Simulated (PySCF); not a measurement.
H2Cl2Ge (SMILES [Cl][GeH2][Cl]), singlet, geometry from GFN2-xTB; HF/def2-SVP, polarisability (PySCF).

PySCF was given this input:
```python
from pyscf import gto, scf
from pyscf.prop import polarizability

mol = gto.Mole()
mol.atom = '''
    Ge   -0.00860003   -0.58938329    0.02820039
    Cl    1.70729545    0.61500705   -0.03103886
    Cl   -1.68862398    0.66459961   -0.03018686
    H    -0.01992524   -1.38698293    1.31396840
    H    -0.02228886   -1.50606486   -1.17554390
'''
mol.basis = 'def2-svp'
mol.verbose = 4
mol.build()

mf = scf.RHF(mol)
mf.kernel()
alpha = mf.Polarizability().polarizability()[2, 2]
print('alpha_zz =', alpha)
```

What the program printed (banner, timings and long lists left out):

```
site-packages/pyscf/prop/efg/rhf.py:45: UserWarning: Module EFG is under testing
  warnings.warn('Module EFG is under testing')
site-packages/pyscf/prop/efg/dhf.py:30: UserWarning: Module EFG is under testing
  warnings.warn('Module EFG is under testing')
site-packages/pyscf/prop/zfs/uhf.py:40: UserWarning: Module ZFS is under testing
  warnings.warn('Module ZFS is under testing')
site-packages/pyscf/prop/gtensor/uhf.py:43: UserWarning: Module g-tensor is under testing
  warnings.warn('Module g-tensor is under testing')
site-packages/pyscf/prop/gtensor/uks.py:41: UserWarning: Module g-tensor is under testing
  warnings.warn('Module g-tensor is under testing')
site-packages/pyscf/prop/hfc/uks.py:35: UserWarning: Module HFC is under testing
  warnings.warn('Module HFC is under testing')
site-packages/pyscf/prop/magnetizability/rhf.py:39: UserWarning: Module magnetizability is under testing
  warnings.warn('Module magnetizability is under testing')
site-packages/pyscf/prop/magnetizability/uhf.py:37: UserWarning: Module magnetizability is under testing
  warnings.warn('Module magnetizability is under testing')
site-packages/pyscf/prop/magnetizability/rks.py:37: UserWarning: Module magnetizability is under testing
  warnings.warn('Module magnetizability is under testing')
site-packages/pyscf/prop/magnetizability/uks.py:39: UserWarning: Module magnetizability is under testing
  warnings.warn('Module magnetizability is under testing')
site-packages/pyscf/prop/polarizability/uhf.py:34: UserWarning: Module polarizability is under testing
  warnings.warn('Module polarizability is under testing')
site-packages/pyscf/prop/polarizability/rks.py:29: UserWarning: Module polarizability is under testing
  warnings.warn('Module polarizability is under testing')
site-packages/pyscf/prop/polarizability/uks.py:29: UserWarning: Module polarizability is under testing
  warnings.warn('Module polarizability is under testing')
PySCF version 2.14.0

[INPUT] verbose = 4
[INPUT] num. atoms = 5
[INPUT] num. electrons = 68
[INPUT] charge = 0
[INPUT] spin (= nelec alpha-beta = 2S) = 0
[INPUT] symmetry False subgroup None
[INPUT] Mole.unit = angstrom
[INPUT] Symbol           X                Y                Z      unit          X                Y                Z       unit  Magmom
[...]
nuclear repulsion = 354.280940553873
number of shells = 34
number of NR pGTOs = 160
number of NR cGTOs = 78
basis = def2-svp
ecp = {}

******** <class 'pyscf.scf.hf.RHF'> ********
method = RHF
initial guess = minao
damping factor = 0
level_shift factor = 0
DIIS = <class 'pyscf.scf.diis.CDIIS'>
diis_start_cycle = 1
diis_space = 8
diis_damp = 0
SCF conv_tol = 1e-09
SCF conv_tol_grad = None
SCF max_cycles = 50
direct_scf = True
direct_scf_tol = 1e-13
Set gradient conv threshold to 3.16228e-05
Initial guess from minao.
init E= -2994.56260390745
[...]
cycle= 1 E= -2995.00453794353  delta_E= -0.442  |g|= 0.417  |ddm|= 2.17
[...]
cycle= 2 E= -2995.04776460546  delta_E= -0.0432  |g|= 0.241  |ddm|= 0.702
[...]
cycle= 3 E= -2995.05886119011  delta_E= -0.0111  |g|= 0.033  |ddm|= 0.227
[...]
cycle= 4 E= -2995.05922052944  delta_E= -0.000359  |g|= 0.0108  |ddm|= 0.0526
[...]
cycle= 5 E= -2995.05927127571  delta_E= -5.07e-05  |g|= 0.00195  |ddm|= 0.0204
[...]
cycle= 6 E= -2995.05927427973  delta_E= -3e-06  |g|= 0.000553  |ddm|= 0.00528
[...]
cycle= 7 E= -2995.05927455649  delta_E= -2.77e-07  |g|= 9.02e-05  |ddm|= 0.00187
[...]
cycle= 8 E= -2995.05927456263  delta_E= -6.14e-09  |g|= 1.81e-05  |ddm|= 0.000269
[...]
cycle= 9 E= -2995.05927456279  delta_E= -1.64e-10  |g|= 3.12e-06  |ddm|= 3.79e-05
[...]
Extra cycle  E= -2995.05927456281  delta_E= -1.46e-11  |g|= 1.16e-06  |ddm|= 6.42e-06
converged SCF energy = -2995.05927456281
Isotropic polarizability 38.7749872619
Polarizability anisotropy 11.2783454162
alpha_zz = 32.41319667696552
```
